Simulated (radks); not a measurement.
Radial electron density D(r) = 4 pi r^2 rho(r) of an atom or ion with 44 electrons. All-electron calculation, Dirac Kohn-Sham, RPBE, spin-unpolarised, spherical densities, point nucleus. Program: a radial shooting solver on a logarithmic mesh with Libxc functionals.

```
   r/bohr * D(r) (the largest magnitude, 77.7, reaches the edge; | marks zero)
 0.004413 |          *
 0.005016 |            *
 0.005701 |               *
 0.006531 |                  *
 0.007423 |                     *
 0.008437 |                         *
 0.009666 |                            *
  0.01099 |                                *
  0.01249 |                                   *
  0.01431 |                                      *
  0.01626 |                                         *
  0.01848 |                                          *
  0.02117 |                                           *
  0.02406 |                                           *
  0.02735 |                                          *
  0.03133 |                                        *
  0.03561 |                                      *
  0.04047 |                                     *
  0.04637 |                                     *
   0.0527 |                                       *
   0.0599 |                                           *
  0.06862 |                                               *
  0.07799 |                                                   *
  0.08864 |                                                      *
   0.1016 |                                                      *
   0.1154 |                                                   *
   0.1312 |                                              *
   0.1503 |                                        *
   0.1708 |                                     *
   0.1942 |                                     *
   0.2224 |                                        *
   0.2528 |                                           *
   0.2873 |                                            *
   0.3292 |                                        *
   0.3741 |                                 *
   0.4252 |                         *
   0.4872 |                 *
   0.5537 |             *
   0.6293 |            *
    0.721 |            *
   0.8195 |             *
   0.9314 |             *
    1.067 |          *
    1.213 |        *
    1.378 |     *
    1.579 |  *
    1.795 | *
     2.04 |*
    2.337 *
    2.656 *
    3.019 *
    3.459 *
    3.931 *
```

What is the nuclear charge?

Answer. Z = 48. The innermost maximum, from 1s, lies near gamma/Z bohr with gamma = sqrt(1 - (Z/c)^2) = 0.937, here 0.0195 bohr (found: 0.0213), and its height grows with Z. The density is that of the cadmium ion Cd4+ in [Kr] 4d8; the configuration itself is not fixed sharply by these data, and Z only to a few units. D(r) has 4 maxima, at r = 0.0213, 0.0945, 0.281, 0.833 bohr, and minima at 0.0425, 0.182, 0.619 bohr, inside which lie 2.05, 11.14, 28.99 electrons.
